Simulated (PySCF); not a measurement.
dichloro(silylmethyl)silane (CH6Cl2Si2), SMILES [SiH3]C[SiH](Cl)Cl.

Geometry: PBE0-D3(BJ)/def2-SVP. The geometry has at least one imaginary mode, so it is a saddle point at that level. One conformer was computed; it need not be the lowest.

Vertical ionisation energy (IE) and electron affinity (EA) in eV. Rows of orbital energies are one-electron estimates. Where ΔSCF, EOM or ADC give a negative EA the extra electron is unbound and the value depends on the basis.

```
level                                           IE     EA
-------------------------------------------  -----  -----
−ε(HOMO), −ε(LUMO), ωB97X/def2-TZVP (PySCF)  11.21  -2.33
−ε(HOMO), −ε(LUMO), PBE/def2-TZVP (PySCF)     7.51   0.64
```
